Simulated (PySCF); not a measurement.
C8H14F2.
SMILES with atom numbers: `[CH3:1][CH:2]([CH3:3])[C@@:4]1([F:5])[CH2:6][CH2:7][C@H:8]([F:9])[CH2:10]1`

Structure used (GFN2-xTB), in Å, numbered top down from 1:
```xyz
24
C8H14F2 angstrom
C      2.0459    1.2324    0.6561
C      1.3741   -0.0696    0.2193
C      2.1750   -0.7100   -0.9147
C     -0.0782    0.1917   -0.2121
F     -0.0482    1.1290   -1.2456
C     -0.8236   -1.0411   -0.7421
C     -2.2950   -0.6877   -0.5562
C     -2.3177    0.0003    0.8068
F     -3.3784    0.8734    0.9118
C     -0.9794    0.7466    0.9069
H      1.5397    1.6731    1.5108
H      2.0293    1.9475   -0.1624
H      3.0808    1.0438    0.9298
H      1.3413   -0.7623    1.0673
H      3.2145   -0.8219   -0.6161
H      1.7849   -1.6922   -1.1686
H      2.1363   -0.0789   -1.7989
H     -0.5737   -1.2331   -1.7832
H     -0.5597   -1.9120   -0.1413
H     -2.6055    0.0365   -1.3108
H     -2.9532   -1.5527   -0.6032
H     -2.4469   -0.7188    1.6245
H     -1.1498    1.8109    0.7430
H     -0.5243    0.6149    1.8863
```

Definitions: NICS(0) = −σiso at the ring centroid; NICS(1) = −σiso and NICS(1)zz = −σzz at ±1 Å along the ring normal z. Level: GIAO PBE0/pcSseg-1 (PySCF, non-relativistic, gas phase) on the GFN2-xTB geometry, one conformer.

Ring bond lengths (Å), with Mayer bond orders in brackets: C4–C6 1.535 (0.98), C6–C7 1.525 (1.02), C7–C8 1.527 (1.04), C8–C10 1.536 (1.01), C10–C4 1.540 (0.98).

Q: What do the NICS probes read (ppm)?

A: 
| ring | type | NICS(0) | NICS(1), two faces | NICS(1)zz, two faces | rms pucker (Å) | centre to ring atoms, mean (Å) |
| --- | --- | --- | --- | --- | --- | --- |
| C4–C6–C7–C8–C10 | 5-membered carbocycle; formal bonds all single | -3.7 | -1.9 / -4.9 | 1.7 / -3.4 | 0.17 | 1.28 |

Q: What do they say, and how far can they be read as aromaticity?

A: 
- C4–C6–C7–C8–C10: mean NICS(1)zz -0.8 ppm, near zero. C4, C6, C7, C8, C10 have four or more neighbours, so the value isn't read as a sign of a π ring current. The two faces differ by 5.1 ppm, so no symmetry operation interchanges them.

Q: How shielded are the nuclei of the rings and their hydrogens (means over atoms taken as equivalent)?

A: 
```tsv
atoms	environment	σ isotropic (ppm)	principal values of the symmetric part, first atom (ppm)
C4	sp3 C–F carbon	80.5	64.4, 67.2, 110.0
C6	ring CH2 carbon	148.1	129.3, 142.3, 172.5
C7	ring CH2 carbon	150.8	123.6, 156.0, 172.9
C8	sp3 C–F carbon	88.8	43.4, 80.1, 143.0
C10	ring CH2 carbon	138.1	113.1, 136.2, 165.1
H18	methylene hydrogen	29.57	24.6, 29.6, 34.5
H19	methylene hydrogen	30.49	25.3, 30.8, 35.3
H20	methylene hydrogen	29.31	25.9, 27.8, 34.3
H21	methylene hydrogen	29.57	25.1, 27.2, 36.3
H22	methine hydrogen	26.46	23.5, 26.7, 29.2
H23	methylene hydrogen	29.31	25.2, 29.3, 33.4
H24	methylene hydrogen	29.42	24.4, 31.0, 32.9
```
